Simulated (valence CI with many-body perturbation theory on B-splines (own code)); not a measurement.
# Pr28+ in brief

Method: configuration interaction combined with many-body perturbation theory (CI+MBPT): three valence electrons over a frozen Dirac-Fock core [Ar] 3d10, radial functions for each j: 11 s, 11 p, 9 d, 7 f, 5 g, 2 h, 1 i, with the one-electron correlation potential Σ1 (screened to all orders), the two-electron term Σ2, the three-electron term Σ3, Breit, model QED; selected single and double excitations, second order for the rest (own B-spline code, finite nucleus).

The last digits are not significant, and no measured levels were compared; by estimate large intervals hold to a few tenths of a per cent, small ones and those within an open d or f shell to about a per cent.

Levels are named by their leading jj configuration (3d3/2^4 stands for four electrons in 3d with j = 3/2), which in mixed levels can hold well under half, so a name can repeat and another be missing.

Rates and lifetimes use the calculated energies. Strong lines usually hold to 10 to 20 %, long lifetimes can be off by a factor of two.

(1) What is the ground level?

(2) What are the static dipole polarisabilities of the lowest levels?

(3) Name the longest-lived excited levels whose lifetime is computed, and their main decay.

(4) What is the ionisation energy?

(5) Among levels below 2601300 cm⁻¹, which E1 lines absorb most strongly from the ground level?

## Answers

(1) (4s^2 4p1/2) J=1/2, composition 99 % 4s²4p ²P°, g = 0.662.

(2) (4s^2 4p1/2) J=1/2 0.113; (4s^2 4p3/2) J=3/2 0.122 (tensor 0.010) bohr³, of which the core gives 0.00703.

(3) (4s 4p3/2 4d5/2) J=9/2 at 1753200 cm⁻¹ lives 12.4 μs, mostly by M1 to (4s 4p1/2 4d5/2) J=7/2; (4s^2 4p3/2) J=3/2 at 230800 cm⁻¹ lives 8.94 μs, mostly by M1 to (4s^2 4p1/2) J=1/2.

(4) 1029.2 eV; NIST lists 1028 ± 4 eV (theoretical).

(5) to (4s^2 4d3/2) J=3/2 at 8.935 nm, f = 0.632; to (4s 4p1/2 4p3/2) J=1/2 at 12.56 nm, f = 0.402; to (4s 4p1/2 4p3/2) J=3/2 at 13.01 nm, f = 0.338.
